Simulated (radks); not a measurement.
Problem. The table gives one normalised radial function P(r) = r R(r) of Sr+ in [Kr] 5s1 (r in bohr). Method: scalar-relativistic Kohn-Sham, PBE, spin-unpolarised, spherical densities, point nucleus; computed with a radial shooting solver on a logarithmic mesh with Libxc functionals.

| r | P |
|---|---|
| 0.00152 | 0.0046 |
| 0.00236 | 0.0101 |
| 0.003635 | 0.0222 |
| 0.005644 | 0.0492 |
| 0.008693 | 0.1064 |
| 0.0135 | 0.2280 |
| 0.02079 | 0.4618 |
| 0.03228 | 0.8843 |
| 0.04973 | 1.5059 |
| 0.07721 | 2.2005 |
| 0.1189 | 2.5148 |
| 0.1847 | 2.0074 |
| 0.2844 | 0.9574 |
| 0.4417 | 0.2086 |
| 0.6858 | 0.0146 |
| 1.056 | 0.0002 |
| 1.64 | 0.0000 |
| 2.526 | 0.0000 |
| 3.923 | 0.0000 |
| 6.042 | 0.0000 |
| 9.382 | 0.0000 |

Which n and l does it have? It may be an empty orbital.

Solution. n = 2, l = 1: the number of nodes gives n - l - 1 = 0, the rise at small r (about r^(l+1), flatter next to the nucleus through relativity) gives l, and the extent must fit the shell. The curve is that of 2p. 2p: eigenvalue -1923.9 eV, 0 radial nodes, <r> = 0.150 bohr, 90 % of the charge inside 0.245 bohr.
